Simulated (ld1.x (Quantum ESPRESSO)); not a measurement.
u(r) = r·R(r): atom against pseudo-atom (dysprosium (Dy))

Columns: radius, all-electron u(r) and pseudo u(r) of the 5p shell (level -53.87 eV) of dysprosium in the configuration [Kr] 4d10 4f9 5s2 5p6 5d0 6s0 6p0; LDA (PZ), scalar-relativistic, PAW scheme, ld1.x (Quantum ESPRESSO) 7.5.

```json
{"r (bohr)": "0.103", "all-electron": "-0.0846", "pseudo": "-0.0180"}
{"r (bohr)": "0.205", "all-electron": "-0.2689", "pseudo": "-0.0697"}
{"r (bohr)": "0.308", "all-electron": "0.1935", "pseudo": "-0.1522"}
{"r (bohr)": "0.410", "all-electron": "0.4759", "pseudo": "-0.2576"}
{"r (bohr)": "0.513", "all-electron": "0.4228", "pseudo": "-0.3797"}
{"r (bohr)": "0.615", "all-electron": "0.1716", "pseudo": "-0.5072"}
{"r (bohr)": "0.718", "all-electron": "-0.1400", "pseudo": "-0.6333"}
{"r (bohr)": "0.820", "all-electron": "-0.4237", "pseudo": "-0.7472"}
{"r (bohr)": "0.923", "all-electron": "-0.6498", "pseudo": "-0.8438"}
{"r (bohr)": "1.025", "all-electron": "-0.8066", "pseudo": "-0.9160"}
{"r (bohr)": "1.128", "all-electron": "-0.9028", "pseudo": "-0.9622"}
{"r (bohr)": "1.230", "all-electron": "-0.9474", "pseudo": "-0.9808"}
{"r (bohr)": "1.332", "all-electron": "-0.9531", "pseudo": "-0.9739"}
{"r (bohr)": "1.435", "all-electron": "-0.9299", "pseudo": "-0.9445"}
{"r (bohr)": "1.538", "all-electron": "-0.8867", "pseudo": "-0.8973"}
{"r (bohr)": "1.640", "all-electron": "-0.8314", "pseudo": "-0.8384"}
{"r (bohr)": "1.743", "all-electron": "-0.7681", "pseudo": "-0.7719"}
{"r (bohr)": "1.845", "all-electron": "-0.7023", "pseudo": "-0.7036"}
{"r (bohr)": "1.948", "all-electron": "-0.6356", "pseudo": "-0.6357"}
{"r (bohr)": "2.050", "all-electron": "-0.5712", "pseudo": "-0.5712"}
{"r (bohr)": "2.153", "all-electron": "-0.5093", "pseudo": "-0.5093"}
{"r (bohr)": "2.255", "all-electron": "-0.4520", "pseudo": "-0.4520"}
{"r (bohr)": "2.358", "all-electron": "-0.3986", "pseudo": "-0.3986"}
{"r (bohr)": "2.460", "all-electron": "-0.3503", "pseudo": "-0.3503"}
{"r (bohr)": "2.562", "all-electron": "-0.3067", "pseudo": "-0.3067"}
{"r (bohr)": "2.665", "all-electron": "-0.2671", "pseudo": "-0.2671"}
```

(1) How many radial nodes do the two functions have?

(2) At about which radius was the pseudo-wave matched?

(3) Where does each function peak?

(4) Is the pseudo-wave norm-conserving?

Results:

(1) The all-electron 5p function has n − l − 1 = 3 (the table is too coarse to show those close to the nucleus); the pseudo-wave has 0, since the states of the same l below it are removed with the core.

(2) 2.05 bohr, where the columns begin to agree (steps of 0.10 bohr).

(3) Outermost all-electron maximum near 1.33 bohr, pseudo maximum near 1.23 bohr (to the table’s step).

(4) No, it belongs to a PAW set: the norm inside the radius is not constrained, and the difference is carried by the augmentation charge.
